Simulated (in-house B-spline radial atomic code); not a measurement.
## RPA and G0W0 on PBE0: O6+

Configuration 1s2, mean-field start PBE0. Computed with a B-spline radial code for spherical atoms: all electrons, non-relativistic, point nucleus, each spin shell either full or empty, empty states to l = 9 with an (l + 1/2)⁻⁴ tail; G0W0 by contour deformation at full frequency.

Relativity, left out, deepens the 1s level by about Z⁴α²/8 hartree.

Command:
```bash
python run_gw.py task.json out
```
Settings (radii: box in bohr, nucleus in fm):
```
Z                        8
electrons                2
configuration            1s2
hamiltonian              nr
method                   pbe0
lmax                     9
spin_polarised           False
box_radius               9.29
intervals                44
ion_configuration        1s1
```

Run time, properties included: 0.9 s on 1 thread of Arm Neoverse N1, with other jobs on the host.

Energies (hartree):

| term | value |
| --- | --- |
| mean-field total | -59.09062 |
| Hartree-Fock functional on these orbitals | -59.11036 |
| direct second order | -0.092452 |
| second-order exchange | 0.046227 |
| SOSEX correction | 0.044756 |

(1) What is the RPA correlation energy, and what remains with SOSEX?

Quasi-particle levels (eV):

```json
{"level": "1s", "occupied": "yes", "mean field": "-703.83", "Σx - vxc": "-35.53", "Σc": "?", "QP weight": "?", "G0W0": "?"}
{"level": "2s", "occupied": "no", "mean field": "-143.60", "Σx - vxc": "5.94", "Σc": "-0.21", "QP weight": "1.000", "G0W0": "-137.87"}
```

G0W0 = mean field + (Σx - vxc) + Σc, with Σc (partial-wave tail included) taken at the quasi-particle energy.

(2) Where does G0W0 put 1s?

(3) What does it cost to remove one electron (to 1s1) by differences of total energies, each species on its own start (correlation terms add to the Hartree-Fock functional)?

Answers

(1) RPA gives -0.089511 hartree (-1.22 eV per electron); RPA + SOSEX gives -0.044754, and the second-order doubles -0.046225 hartree (no singles). SOSEX takes back 50 % of the RPA value, the self-correlation of each of the two electrons.

(2) At -738.75 eV, with Σc = 0.61 eV and a quasi-particle weight of 0.995. The tabulated removal energy is 739.327 eV (NIST, tabulated theory).

(3) PBE0 738.06 eV, Hartree-Fock functional 737.72 eV, + RPA 739.54 eV, + RPA + SOSEX 738.94 eV, + second order 738.98 eV. Tabulated: 739.327 eV (NIST, tabulated theory).
